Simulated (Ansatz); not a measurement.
Isomers of VP$_{2}$H$_{6}$F$_{4}$ (doublet), relaxed with r2SCAN-D4/def2-SVP; total energies from Ansatz at PBE-QIDH/def2-TZVP.

| isomer | description | energy (Eh) |
| --- | --- | --- |
| A | cis-V(PH3)2F4 (VP₂H₆F₄) | -2028.84987 |
| B | trans-V(PH3)2F4 (VP2H6F4) | -2028.83699 |

Correlated methods freeze 19 core orbitals; core or outer-core shells of V are correlated, in sets that lack core-valence functions.

**Question.** Work out the relative energies (1 Eh = 2625.5 kJ/mol) and the Boltzmann populations at 500 K from electronic energies alone (R = 8.314 J/mol/K).

**Answer.** ΔE: A 0.0, B 33.8 kJ/mol. RT = 4.16 kJ/mol. Factors exp(−ΔE/RT): A 1, B 0.000296; sum 1.000. Populations: A 100.0 %, B 0.0 %. Zero-point energy, vibrational entropy and symmetry numbers are left out and can shift these; an error of 4 kJ/mol changes a ratio by a factor of 2.6. Over the other density-functional and correlated levels in def2 sets, the gap between A and B ranges from 30 to 53 kJ/mol.
